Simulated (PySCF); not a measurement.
# Correlation energy of S (sulfur, neutral)

[Ne] 3s2 3p4, high-spin 3P determinant. Computed with PySCF 2.14 in pcseg-2, with the non-relativistic Hamiltonian (point nucleus). Frozen: [Ne]; 6 electrons correlated.

MP2 pair energies summed by pair of shells (mhartree):

| pair | energy | share (%) |
| --- | --- | --- |
| 3s-3p | -50.79 | 47.1 |
| 3p-3p | -47.74 | 44.3 |
| 3s-3s | -9.33 | 8.7 |

Total MP2 correlation energy: -107.86 mhartree.

Same-spin part -24.71 and opposite-spin part -83.15 mhartree; SCS-MP2 scales them by 1/3 and 6/5 to -108.02 mhartree.

```csv
level,correlation energy (mhartree)
CCSD,-130.04
(T),-3.70
CCSD(T),-133.74
```

Diagnostics: T1 = 0.0094, D1 = 0.0249, largest double amplitude 0.055.

Cost of the coupled-cluster step: 0.36 s of wall time on 1 thread of Neoverse-V1 (shared host), for 6 correlated electrons.
